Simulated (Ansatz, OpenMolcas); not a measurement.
**How methods differ on BNH3ClO (SMILES NB(O)Cl)**

BNH3ClO: 7 atoms, total charge 0, spin state singlet. SMILES: `NB(O)Cl`. Geometry: relaxed at PBE0-D4/def2-TZVP. This is one conformer, not always the lowest.

Each level gives the vertical electron affinity (to the doublet anion) (eV). The values are calculated.

The electron affinity is E(neutral) − E(anion): positive where the electron is bound.

```tsv
level	kind	program	value (eV)	CPU time (all runs)
HF/def2-SVPD	Hartree–Fock	Ansatz	-1.59	9.7 s
revPBE/def2-SVPD	GGA	OpenMolcas	-0.92	2.8 min
M06-L/def2-SVPD	meta-GGA	OpenMolcas	-1.75	4.7 min
TPSS/def2-SVPD	meta-GGA	OpenMolcas	-1.03	4 min
B3LYP/def2-SVPD	global hybrid	OpenMolcas	-0.91	3.2 min
BHLYP/def2-SVPD	global hybrid	OpenMolcas	-1.16	2.7 min
M06-2X/def2-SVPD	hybrid meta-GGA	OpenMolcas	-1.17	4.3 min
PBE0/def2-SVPD	global hybrid	OpenMolcas	-1.00	2.9 min
```

Where it was recorded, the anion's HOMO is positive in every row: a fault of the level (basis or self-interaction), which says nothing on whether the real anion is bound. The values span -1.75 to -0.91 eV. Negative values mean that the anion is unbound at that level; they are set by how diffuse the basis is and aren't properties of the molecule, whose anion may well be bound. CPU times are rough (shared hosts, several kinds of processor and program).
